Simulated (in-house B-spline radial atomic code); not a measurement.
RPA and G0W0 on BHandHLYP: Kr8+

Configuration [Ar] 3d10, mean-field start BHandHLYP. Computed with an all-electron radial atomic-structure program (B-spline basis): all electrons, non-relativistic, point nucleus, each spin shell either full or empty, empty states to l = 9 with an (l + 1/2)⁻⁴ tail; G0W0 by contour deformation at full frequency.

Command:
```bash
python run_gw.py task.json out
```
Settings (radii: box in bohr, nucleus in fm):
```
Z                        36
electrons                28
configuration            [Ar] 3d10
hamiltonian              nr
method                   bhandhlyp
lmax                     9
spin_polarised           False
box_radius               7.7
intervals                49
```

Run time, properties included: 1.7 s on 1 thread of Arm Neoverse N1 (shared host).

Energies (hartree):

```tsv
term	value
mean-field total	-2735.49404
Hartree-Fock functional on these orbitals	-2734.06966
direct second order	-2.2673
second-order exchange	0.66026
SOSEX correction	0.62255
```

What is the RPA correlation energy, and what remains with SOSEX?

RPA gives -2.0439 hartree (-1.99 eV per electron); RPA + SOSEX gives -1.4214, and the second-order doubles -1.6071 hartree (no singles). SOSEX takes back 30 % of the RPA value.

Quasi-particle levels (eV):

```json
{"level": "3d", "occupied": "yes", "mean field": "-227.34", "Σx - vxc": "-10.07", "Σc": "?", "QP weight": "?", "G0W0": "?"}
{"level": "3p", "occupied": "yes", "mean field": "-343.38", "Σx - vxc": "-16.10", "Σc": "5.94", "QP weight": "0.909", "G0W0": "-353.54"}
{"level": "2p", "occupied": "yes", "mean field": "-1812.02", "Σx - vxc": "-39.28", "Σc": "23.60", "QP weight": "0.888", "G0W0": "-1827.69"}
{"level": "4s", "occupied": "no", "mean field": "-129.50", "Σx - vxc": "6.73", "Σc": "-1.27", "QP weight": "0.995", "G0W0": "-124.04"}
```

G0W0 = mean field + (Σx - vxc) + Σc, with Σc (partial-wave tail included) taken at the quasi-particle energy. Only the outer levels were computed. Levels of low weight are left out.

Where does G0W0 put 3d?

At -235.50 eV, with Σc = 1.91 eV and a quasi-particle weight of 0.976. The tabulated removal energy is 233 ± 0.7 eV (NIST, semi-empirical); the calculation leaves out relativity, Breit and QED terms, and what these don't explain is the method's own error.
